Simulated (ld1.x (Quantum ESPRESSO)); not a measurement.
# An all-electron radial function and its pseudo partner (helium (He))

Columns: radius, all-electron u(r) and pseudo u(r) of the 1s shell (level -15.76 eV) of helium in the configuration 1s2; PBE, non-relativistic, TM scheme, ld1.x (Quantum ESPRESSO) 7.5.

```csv
r (bohr),all-electron,pseudo
0.032,0.1444,0.1156
0.065,0.2744,0.2324
0.098,0.3873,0.3443
0.130,0.4821,0.4458
0.162,0.5639,0.5386
0.195,0.6363,0.6235
0.228,0.6976,0.6965
0.260,0.7478,0.7555
0.292,0.7899,0.8030
0.325,0.8257,0.8411
0.358,0.8547,0.8694
0.390,0.8770,0.8892
0.422,0.8942,0.9032
0.455,0.9074,0.9129
0.488,0.9163,0.9192
0.520,0.9215,0.9227
0.552,0.9236,0.9239
0.585,0.9229,0.9229
0.618,0.9197,0.9197
0.650,0.9146,0.9146
0.682,0.9076,0.9076
0.715,0.8987,0.8987
0.748,0.8885,0.8885
0.780,0.8773,0.8773
0.812,0.8651,0.8651
0.845,0.8517,0.8517
```

(1) How many radial nodes do the two functions have?

(2) At about which radius was the pseudo-wave matched?

(3) Where does each function peak?

(4) Is the pseudo-wave norm-conserving?

Answers

(1) The all-electron 1s function has n − l − 1 = 0; the pseudo-wave has 0.

(2) 0.65 bohr. The columns agree to 0.0005 from 0.55 bohr on; several derivatives are matched, so the curves merge somewhat inside the radius.

(3) Outermost all-electron maximum near 0.55 bohr, pseudo maximum near 0.55 bohr (to the table’s step).

(4) Yes: the TM scheme keeps the norm inside the radius equal to the all-electron one, which fixes the energy derivative of the logarithmic derivative at the level.
